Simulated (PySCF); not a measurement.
Computed shifts of a molecule C3H7BFN, PBE/pcSseg-1 run with PySCF, GIAO, gas phase, equivalent atoms averaged, in ppm (number of nuclei): ¹³C: 147.6 (1), 138.0 (1), 26.5 (1). ¹⁵N: 85.4 (1). ¹⁹F: -153.1 (1). ¹H: 6.40 (1), 6.16 (1), 3.25 (1), 3.15 (1), 2.12 (3). References: ¹³C against TMS (σ = 182.0 ppm); ¹¹B against BF3 (σ = 83.9 ppm); ¹⁵N against NH3 (σ = 267.0 ppm); ¹⁹F against CFCl3 (σ = 133.6 ppm); ¹H against TMS (σ = 31.49 ppm), references at their B3LYP-D3(BJ)/def2-TZVP geometries, non-relativistic. Geometry optimised at B3LYP-D3(BJ)/def2-SVP. Other conformers were not sampled.

**Question.** Pick the molecule that these values belong to.
A. C/C=C/B(N)F
B. C=C(C)B(N)F
C. NB1CC(F)C1
D. C=CB(N)CF

**Answer.** B, C=C(C)B(N)F
